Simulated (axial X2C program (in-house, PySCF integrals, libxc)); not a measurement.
**BeF⁺: cheaper levels and CCSD(T), two-component**

Computed with an in-house relativistic program for diatomic molecules. Two-component (2c) means X2C with spin–orbit coupling and atomic mean-field two-electron Coulomb and Gaunt terms. Basis: F dyall-av3z [7s6p3d2f], Be dyall-cv3z [8s8p3d1f] (cores contracted in-house); Gaussian nuclei, density fitting, unrestricted open shells. Masses: F 18.998 u, Be 9.012 u.

State: Ω = 0 (closed shell); fragments F + Be+.

| level | Re (Å) | ωe (cm⁻¹) | De (eV) |
| --- | --- | --- | --- |
| PBE0 | 1.312 | 1462.2 | 5.97 |
| HF | 1.301 | 1523.9 | 4.10 |
| MP2 | 1.326 | 1429.3 | 6.29 |
| CCSD | 1.319 | 1454.4 | 5.91 |
| PBEsol | 1.321 | 1421.0 | 6.53 |

Correlated methods: 8 electrons correlated (number of frozen shells: F 1 s; Be 1 s), 176 virtual spin orbitals or spinors in MP2, 80 natural virtuals in coupled cluster.

CCSD(T), same Hamiltonian and basis:

Re = 1.323 Å, ωe = 1437.9 cm⁻¹, De = 6.03 eV; T1 = 0.013 (Lee–Taylor normalisation).

Give the differences from CCSD(T) in the columns below.



```
 level  ΔRe (Å)  Δωe (cm⁻¹)  ΔDe (eV)
  PBE0   -0.011          24     -0.06
    HF   -0.022          86     -1.93
   MP2    0.003          -9      0.26
  CCSD   -0.004          16     -0.12
PBEsol   -0.002         -17      0.50
```

The state is a single determinant with fixed occupations, the lowest that a limited PBE0 search found. The closed shell is kept restricted, so the energy runs too high when the bond is stretched far. Dissociation energies refer to the lowest single-determinant-based atoms at the same level and basis. CCSD and (T) use frozen natural virtuals with an MP2 correction for the truncation; (T) itself is uncorrected, so its De runs slightly low. The 2c atoms are single determinants rather than J levels; their spin–orbit lowering is only partly caught, and De is too large by that part. This holds for PBE0, PBEsol. The functionals have no current-density term, which raises determinants with orbital currents, atoms included.
